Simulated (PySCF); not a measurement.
## Electron correlation in Ga⁺ (gallium, charge +1)

[Ar] 3d10 4s2, closed-shell 1S. Computed with PySCF 2.14 in aug-cc-pVTZ-DK (7s6p4d2f, 59 functions), with scalar relativity by spin-free X2C-1e. Frozen: [Ar] 3d10; 2 electrons correlated.

With two correlated electrons CCSD is exact within the correlated space (frozen core and kept virtual orbitals).

```json
{"level": "CCSD", "correlation energy (mhartree)": "-36.46"}
```

Diagnostics: T1 = 0.0064, D1 = 0.0090, largest double amplitude 0.094.

Cost of the coupled-cluster step: roughly 0.7 core-seconds, for 2 correlated electrons.

Iterations:

```
CC2 = 0
CCSD nocc = 1, nmo = 45
frozen orbitals [0, 1, 2, 3, 4, 5, 6, 7, 8, 9, 10, 11, 12, 13]
max_cycle = 100
direct = 0
conv_tol = 1e-08
conv_tol_normt = 1e-06
diis_space = 8
diis_start_cycle = 0
Init t2, MP2 energy = -1941.99735449093  E_corr(MP2) -0.0258825235464363
Init E_corr(CCSD) = -0.0258825235483607
cycle = 1  E_corr(CCSD) = -0.032196646919412  dE = -0.00631412337  norm(t1,t2) = 0.0419028
cycle = 2  E_corr(CCSD) = -0.0345966995553641  dE = -0.00240005264  norm(t1,t2) = 0.0184904
cycle = 3  E_corr(CCSD) = -0.0364771314040324  dE = -0.00188043185  norm(t1,t2) = 0.00841594
cycle = 4  E_corr(CCSD) = -0.0364566744605374  dE = 2.04569435e-05  norm(t1,t2) = 0.000304433
cycle = 5  E_corr(CCSD) = -0.0364602266246865  dE = -3.55216415e-06  norm(t1,t2) = 2.76257e-05
cycle = 6  E_corr(CCSD) = -0.0364586755746049  dE = 1.55105008e-06  norm(t1,t2) = 6.76852e-06
cycle = 7  E_corr(CCSD) = -0.036458731389673  dE = -5.58150681e-08  norm(t1,t2) = 9.62919e-07
cycle = 8  E_corr(CCSD) = -0.0364587723148307  dE = -4.09251577e-08  norm(t1,t2) = 1.67779e-07
cycle = 9  E_corr(CCSD) = -0.0364587663817778  dE = 5.9330529e-09  norm(t1,t2) = 4.38881e-08
CCSD converged
E(CCSD) = -1942.007930733762  E_corr = -0.03645876638177776
```
